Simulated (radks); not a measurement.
Species: Re28+. Configuration: [Kr] 4d10 4f1 (the NIST ground configuration).

Calculated with a radial shooting solver on a logarithmic mesh with Libxc functionals: non-relativistic Kohn-Sham, TPSS, spin-polarised, spherical densities, point nucleus; open shells are filled with parallel spins first (spin-orbit coupling, left out, can overturn this in heavy ions); meta-GGA in the generalised Kohn-Sham scheme; relativity is left out, which matters for an element this heavy.

Energy parts (eV):
| part | energy |
|---|---|
| total | -419581.71 |
| kinetic | 419508.02 |
| electron-nucleus | -951135.03 |
| Hartree | 119524.32 |
| exchange-correlation | -7479.01 |

Orbitals (lengths in bohr, moments of r in powers of bohr; r(max) is where P^2 peaks; r(90%) holds 90 % of the orbital's charge):
| orbital | occ. | eigenvalue (eV) | r(max) | r(90%) | <r^4> |
|---|---|---|---|---|---|
| 1s down | 1 | -66566.73 | 0.01340 | 0.0359 | 7.480e-07 |
| 1s up | 1 | -66566.72 | 0.01340 | 0.0359 | 7.480e-07 |
| 2s up | 1 | -11786.34 | 0.07295 | 0.131 | 0.0001220 |
| 2s down | 1 | -11786.31 | 0.07295 | 0.131 | 0.0001220 |
| 2p up | 3 | -11338.18 | 0.05666 | 0.116 | 0.00007681 |
| 2p down | 3 | -11338.16 | 0.05666 | 0.116 | 0.00007681 |
| 3s up | 1 | -3455.415 | 0.1998 | 0.313 | 0.004116 |
| 3s down | 1 | -3454.097 | 0.1998 | 0.313 | 0.004113 |
| 3p up | 3 | -3249.508 | 0.1883 | 0.305 | 0.003663 |
| 3p down | 3 | -3248.288 | 0.1882 | 0.305 | 0.003660 |
| 3d up | 5 | -2867.477 | 0.1487 | 0.278 | 0.002474 |
| 3d down | 5 | -2866.552 | 0.1487 | 0.278 | 0.002470 |
| 4s up | 1 | -1378.281 | 0.4333 | 0.635 | 0.07126 |
| 4s down | 1 | -1376.618 | 0.4333 | 0.636 | 0.07138 |
| 4p up | 3 | -1289.044 | 0.4310 | 0.642 | 0.07352 |
| 4p down | 3 | -1287.341 | 0.4311 | 0.642 | 0.07366 |
| 4d up | 5 | -1128.059 | 0.4189 | 0.650 | 0.07561 |
| 4d down | 5 | -1126.246 | 0.4190 | 0.650 | 0.07582 |
| 4f up | 1 | -923.9199 | 0.3574 | 0.637 | 0.06773 |
| 4f down | 0 | -921.7906 | 0.3576 | 0.638 | 0.06807 |

The highest occupied level is 4f up at -923.92 eV. Virial ratio -V/T = 2.00018.
